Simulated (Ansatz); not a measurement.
`SC[SiH]1CN1` + H₂ → `C[SiH]1CN1` + H₂S  (hydrogenolysis of a C–S bond)

Computed with Ansatz on PBE0-D4/def2-TZVP structures; ΔE is electronic, products minus reactants. CCSD(T)/CBS is the MP2 limit (def2-TZVPP, def2-QZVPP) plus CCSD(T) − MP2 in def2-TZVPP, frozen cores. This one scheme is used for every species. Functionals use def2-TZVPP. One conformer a species, not always the lowest.

(1) Is it downhill or uphill in electronic energy at CCSD(T)/CBS, and by how much? (An estimate is asked.)

(2) What do these levels give: B2PLYP, PBE, HF/def2-TZVPP, MP2/def2-TZVPP, HF/def2-QZVPP, HF/CBS(def2)? (Best estimate.)

Largest T1 diagnostic among the species: 0.012.

Results:

(1) Ansatz gave: Downhill: ΔE = -72.0 kJ/mol.

(2) Ansatz gave: B2PLYP -78.8, PBE -72.8, HF/def2-TZVPP -99.3, MP2/def2-TZVPP -68.8, HF/def2-QZVPP -99.5, HF/CBS(def2) -99.5 kJ/mol.

The D4 term adds +12.0 kJ/mol with B3LYP and +6.5 kJ/mol with PBE0; it sums over pairs of atoms, weighted by their polarisabilities, and B3LYP, whose exchange is more repulsive, gets the larger term. In def2-TZVPP, CCSD(T) changes the Hartree–Fock value by +24.1 kJ/mol (the triples alone add +6.4 kJ/mol) and MP2 by +30.5 kJ/mol.

B3LYP here is the variant with VWN-RPA as its local correlation; programs differ in this.
